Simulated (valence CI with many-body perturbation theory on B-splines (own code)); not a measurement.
**From CI to CI+MBPT in Bi⁷⁸⁺**

Calculated by relativistic CI+MBPT: three valence electrons over a frozen Dirac-Fock core [He], a basis of 11 s, 11 p, 9 d, 7 f, 5 g, 2 h, 1 i functions for each j, with the one-electron correlation potential Σ1, the two-electron term Σ2, the three-electron term Σ3, Breit, model QED; selected CI, second order for the rest (own B-spline code, finite nucleus).

No measured spectrum was set against this ion. As an estimate, large intervals hold to a few tenths of a per cent, small ones and those within an open d or f shell to about a per cent.

Each rung adds one term. CI alone is the Dirac-Coulomb CI over the frozen core; QED comes last and gives the full result, which names the levels. Energies are above (2s^2 2p1/2) J=1/2 on the same rung, in Ry.

Levels are named by their leading jj configuration (3d3/2^4 stands for four electrons in 3d with j = 3/2), which in mixed levels can hold well under half, so a name can repeat and another be missing. Letters in brackets count levels of one name in rising energy.

| Level | CI alone | Σ1 | Σ2 | Σ3 | Breit | QED | Full |
| --- | --- | --- | --- | --- | --- | --- | --- |
| (2s 2p1/2^2) J=1/2 | 24.4 | -0.03 | -0.02 | 0.00 | +2.24 | -2.04 | 24.5 |
| (2s^2 2p3/2) J=3/2 | 185.3 | +0.02 | 0.00 | 0.00 | -2.36 | +0.14 | 183.1 |
| (2s 2p1/2 2p3/2) J=3/2 [a] | 202.8 | -0.01 | -0.01 | 0.00 | -0.34 | -1.87 | 200.5 |
| (2s 2p1/2 2p3/2) J=5/2 | 207.1 | -0.01 | -0.01 | 0.00 | -1.51 | -1.87 | 203.7 |
| (2s 2p1/2 2p3/2) J=1/2 | 212.3 | -0.01 | -0.03 | -0.01 | -0.27 | -1.88 | 210.1 |
| (2s 2p1/2 2p3/2) J=3/2 [b] | 213.0 | -0.01 | -0.02 | -0.01 | -0.90 | -1.87 | 210.2 |
| (2p1/2^2 2p3/2) J=3/2 | 237.9 | -0.04 | -0.04 | -0.01 | +1.53 | -3.88 | 235.4 |
| (2s 2p3/2^2) J=5/2 | 390.0 | +0.01 | -0.01 | 0.00 | -3.35 | -1.70 | 385.0 |
| (2s 2p3/2^2) J=1/2 | 398.3 | +0.01 | -0.01 | -0.01 | -2.19 | -1.70 | 394.4 |
| (2s 2p3/2^2) J=3/2 | 399.1 | +0.01 | -0.03 | -0.01 | -2.92 | -1.70 | 394.4 |
| (2p1/2 2p3/2^2) J=3/2 | 418.9 | -0.02 | -0.04 | -0.01 | -0.89 | -3.75 | 414.2 |
| (2p1/2 2p3/2^2) J=5/2 | 421.6 | -0.02 | -0.03 | -0.01 | -1.98 | -3.75 | 415.8 |
| (2p1/2 2p3/2^2) J=1/2 | 425.3 | -0.02 | -0.03 | -0.01 | -0.54 | -3.75 | 420.9 |
| (2p3/2^3) J=3/2 | 607.8 | +0.01 | -0.03 | -0.01 | -3.23 | -3.58 | 601.0 |
| (2s^2 3s) J=1/2 | 1029.7 | +0.04 | -0.01 | -0.01 | -3.14 | +0.44 | 1027.0 |
| (2s^2 3p1/2) J=1/2 | 1037.7 | +0.03 | -0.01 | -0.01 | -2.58 | -0.19 | 1035.0 |
| (2s 2p1/2 3s) J=1/2 [a] | 1046.3 | +0.01 | 0.00 | -0.01 | -1.27 | -1.55 | 1043.5 |
| (2s 2p1/2 3s) J=3/2 | 1049.2 | +0.01 | -0.01 | -0.01 | -1.85 | -1.56 | 1045.8 |
| (2s 2p1/2 3s) J=1/2 [b] | 1051.7 | +0.01 | -0.01 | -0.01 | -1.56 | -1.57 | 1048.6 |
| (2s 2p1/2 3p1/2) J=1/2 [a] | 1053.1 | 0.00 | -0.01 | -0.01 | -0.70 | -2.17 | 1050.2 |
| (2s 2p1/2 3p1/2) J=3/2 | 1056.1 | 0.00 | -0.01 | -0.01 | -1.40 | -2.17 | 1052.5 |
| (2s 2p1/2 3p1/2) J=1/2 [b] | 1059.8 | 0.00 | -0.02 | -0.01 | -0.88 | -2.16 | 1056.7 |
| (2p1/2^2 3s) J=1/2 | 1075.3 | -0.02 | -0.03 | -0.01 | +0.87 | -3.57 | 1072.6 |
| (2p1/2^2 3p1/2) J=1/2 | 1081.6 | -0.03 | -0.03 | -0.01 | +1.38 | -4.16 | 1078.8 |
| (2s^2 3p3/2) J=3/2 | 1092.4 | +0.04 | -0.01 | -0.01 | -3.28 | -0.11 | 1089.0 |
| (2s^2 3d3/2) J=3/2 | 1097.6 | +0.04 | -0.01 | -0.01 | -3.55 | -0.20 | 1093.9 |
| (2s 2p1/2 3p3/2) J=3/2 [a] | 1108.9 | +0.01 | -0.01 | -0.01 | -1.35 | -2.11 | 1105.4 |
| (2s 2p1/2 3p3/2) J=5/2 [a] | 1111.1 | +0.03 | -0.01 | -0.01 | -3.30 | -0.68 | 1107.1 |
| (2s 2p1/2 3p3/2) J=3/2 [b] | 1112.4 | +0.01 | -0.02 | -0.01 | -1.87 | -2.11 | 1108.4 |
| (2s 2p1/2 3p3/2) J=1/2 | 1112.5 | +0.01 | -0.02 | -0.01 | -1.76 | -2.12 | 1108.6 |
| (2s 2p1/2 3p3/2) J=5/2 [b] | 1112.7 | +0.02 | -0.01 | -0.01 | -2.36 | -1.61 | 1108.8 |

The middle columns are the shifts that each term adds.

Problem. How does the ionisation energy move along the ladder, and which term matters most?

Solution. CI alone 24686, + Σ1 24686, + Σ2 24686, + Σ3 24686, + Breit 24636, + QED 24633 eV. The largest step is Breit, -50 eV. NIST lists 24640 ± 120 eV (theoretical).
